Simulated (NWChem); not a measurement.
System meant: CH$_{2}$Cl$_{2}$F$_{2}$Si; SMILES FC(F)[SiH](Cl)Cl

Here is an NWChem input.

```
start job
memory heap 200 mb stack 900 mb global 1100 mb
geometry units angstroms noautoz
  F      0.125167     2.348154     0.646846
  C      0.763326     1.337028     0.003965
  F      0.603890     1.503444    -1.327393
  Si    -0.005121    -0.324488     0.574512
  Cl    -1.940170    -0.414513    -0.085144
  Cl     1.113661    -1.836089    -0.249838
  H      1.843783     1.410940     0.234729
  H      0.028380    -0.432060     2.051745
end
basis spherical
  F library def2-svp
  C library def2-svp
  Si library def2-svp
  Cl library def2-svp
  H library def2-svp
end
dft
  odft
  mult 2
  xc b3lyp
  iterations 150
  mulliken
end
task dft energy
```

End of the output:

```
 Summary of "ao basis" -> "" (spherical)
 ------------------------------------------------------------------------------
       Tag                 Description            Shells   Functions and Types
 ---------------- ------------------------------  ------  ---------------------
 F                          def2-svp                 6       14   3s2p1d
 C                          def2-svp                 6       14   3s2p1d
 Si                         def2-svp                 8       18   4s3p1d
 Cl                         def2-svp                 8       18   4s3p1d
 H                          def2-svp                 3        5   2s1p

                                 NWChem DFT Module
                                 -----------------

 Summary of "ao basis" -> "ao basis" (spherical)
 ------------------------------------------------------------------------------
       Tag                 Description            Shells   Functions and Types
 ---------------- ------------------------------  ------  ---------------------
 F                          def2-svp                 6       14   3s2p1d
 C                          def2-svp                 6       14   3s2p1d
 Si                         def2-svp                 8       18   4s3p1d
 Cl                         def2-svp                 8       18   4s3p1d
 H                          def2-svp                 3        5   2s1p

  number of electrons :                   74
  multiplicity        :                    2
 ------------------------------------------------------------------------
  no. of electrons and multiplicity not compatible                  74
 ------------------------------------------------------------------------
 ------------------------------------------------------------------------
  current input line :
    27: task dft energy
 ------------------------------------------------------------------------
 ------------------------------------------------------------------------
 There is an error in the input file
 ------------------------------------------------------------------------
 For more information see the NWChem manual at https://nwchemgit.github.io

0: no. of electrons and multiplicity not compatible:Received an Error in Communication
```

What is wrong, and how is it mended?

The input was rejected before any calculation. Cause: the multiplicity doesn't fit the number of electrons (an even count wants an odd multiplicity, and the reverse). This input runs:
```
start job
memory heap 200 mb stack 900 mb global 1100 mb
geometry units angstroms noautoz
  F      0.125167     2.348154     0.646846
  C      0.763326     1.337028     0.003965
  F      0.603890     1.503444    -1.327393
  Si    -0.005121    -0.324488     0.574512
  Cl    -1.940170    -0.414513    -0.085144
  Cl     1.113661    -1.836089    -0.249838
  H      1.843783     1.410940     0.234729
  H      0.028380    -0.432060     2.051745
end
basis spherical
  * library def2-svp
end
dft
  xc b3lyp
  iterations 150
  mulliken
end
task dft energy
```
It converges to -1448.45093 Ha (B3LYP/def2-SVP).
